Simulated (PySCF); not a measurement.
Ga(Br)(OH)2 (BrGaH2O2), SMILES [OH][Ga]([OH])[Br]. Geometry: B3LYP-D3(BJ)/def2-SVP. Other conformers were not sampled.

The numbers are results of B3LYP-D3(BJ)/def2-SVP (PySCF), not measurements.

Harmonic wavenumbers (cm⁻¹): 130, 167, 175, 303, 323, 345, 690, 739, 817, 846, 3831, 3844. Rotational constants (GHz): 6.130, 1.568, 1.249; symmetry number 1.

Q: Work out the zero-point energy and the ideal-gas rigid-rotor harmonic-oscillator thermochemistry at 298.15 K and 1 atm.

A: ZPE = ½ Σ hcν = ½ × 12211 cm⁻¹ = 17.46 kcal/mol. H − E(el) = 21.98 kcal/mol. Entropy in cal/(mol K): translation 41.53, rotation 27.68, vibration 12.63, total 81.84. G − E(el) = -2.43 kcal/mol. Cp = 21.31 cal/(mol K). Modes under 150 cm⁻¹ make the vibrational entropy uncertain.
